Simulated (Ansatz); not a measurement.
`CB(O)F` → H• + `CB([O])F`•  (homolysis of the H–O bond)

Gas-phase electronic energies from Ansatz, PBE0-D4/def2-TZVP geometries. CCSD(T)/CBS is the MP2 limit (def2-TZVPP, def2-QZVPP) plus CCSD(T) − MP2 in def2-TZVPP, frozen cores. This one scheme is used for every species, atoms too. DFT in def2-TZVPP. B3LYP here is the variant with VWN-RPA as its local correlation; programs differ in this. HSE06 is defined as in plane-wave codes. No spin–orbit coupling; open shells (•) take unrestricted orbitals. Each species was taken in one conformer, which may not be the lowest.

`CB(O)F`:

Z-matrix (Å, degrees):
```
C
B 1 1.558
H 1 1.094 2 110.3
H 1 1.090 2 112.6 3 121.6
H 1 1.094 2 110.2 3 -116.8
O 2 1.353 1 122.1 3 -121.7
F 2 1.343 1 119.9 3 58.3
H 6 0.962 2 112.8 1 -180.0
```

`CB([O])F`•:

Z-matrix (Å, degrees):
```
C
B 1 1.571
H 1 1.089 2 114.0
H 1 1.094 2 108.3 3 121.5
H 1 1.094 2 108.3 3 -121.5
O 2 1.337 1 117.1 3 -0.2
F 2 1.330 1 122.3 3 179.8
```

| level | ΔE (kJ/mol) | difference from CCSD(T)/CBS |
| --- | --- | --- |
| LDA (SPW92) | 551.5 | 31.7 |
| PBE-D4 | 487.6 | -32.2 |
| revPBE-D4 | 477.9 | -41.9 |
| BLYP-D4 | 482.8 | -37.0 |
| r2SCAN-D4 | 486.4 | -33.4 |
| B97M-V | 491.1 | -28.7 |
| PBE0-D4 | 491.7 | -28.1 |
| B3LYP-D4 | 494.7 | -25.1 |
| r2SCANh-D4 | 487.4 | -32.4 |
| r2SCAN0-D4 | 487.5 | -32.3 |
| BHLYP-D4 | 486.0 | -33.8 |
| CAM-B3LYP-D4 | 502.6 | -17.2 |
| ωB97X-V | 501.6 | -18.2 |
| ωB97M-V | 508.0 | -11.8 |
| PBE | 486.4 | -33.4 |
| revPBE | 473.7 | -46.1 |
| BLYP | 480.3 | -39.5 |
| r2SCAN | 486.1 | -33.7 |
| PBE0 | 490.7 | -29.1 |
| B3LYP | 492.9 | -26.9 |
| r2SCANh | 487.1 | -32.7 |
| r2SCAN0 | 487.1 | -32.7 |
| HSE06 | 491.0 | -28.8 |
| BHLYP | 484.9 | -34.9 |
| CAM-B3LYP | 501.6 | -18.2 |
| LC-ωPBE | 498.3 | -21.5 |
| HF/def2-SVP | 369.7 | -150.1 |
| MP2/def2-SVP | 505.7 | -14.1 |
| CCSD/def2-SVP | 485.1 | -34.7 |
| CCSD(T)/def2-SVP | 486.9 | -32.9 |
| HF/def2-TZVPP | 369.0 | -150.8 |
| MP2/def2-TZVPP | 528.8 | 9.0 |
| CCSD/def2-TZVPP | 502.1 | -17.7 |
| CCSD(T)/def2-TZVPP | 506.9 | -12.9 |
| HF/def2-QZVPP | 368.9 | -150.9 |
| MP2/def2-QZVPP | 536.2 | 16.4 |
| SCS-MP2/def2-QZVPP | 531.4 | 11.6 |
| HF/CBS(def2) | 368.9 | -150.9 |
| MP2/CBS(def2) | 541.7 | 21.9 |
| CCSD/CBS(def2) | 514.9 | -4.9 |
| CCSD(T)/CBS | 519.8 | 0 |

(1) What do rigid-rotor, harmonic-oscillator terms from PBE0-D4/def2-TZVP frequencies (298.15 K, 1 bar) make of the CCSD(T)/CBS value? (Estimate.)

Largest T1 diagnostic among the species: 0.018.

Answers

(1) The calculation gave: ΔZPE = -34.9 kJ/mol, ΔH = +490.8 kJ/mol, ΔS = 116 J/(mol·K), ΔG = +456.1 kJ/mol. Open shells count their whole term as degenerate.

At CCSD(T), def2-SVP lies −32.9 kJ/mol from the extrapolated value and def2-TZVPP −12.9 kJ/mol: correlation converges slowly with the basis, and small sets miss more of it in the bonded molecule than in its fragments. From BLYP to BHLYP (50 % exact exchange), in def2-TZVPP and without D4, ΔE moves by +4.6 kJ/mol.
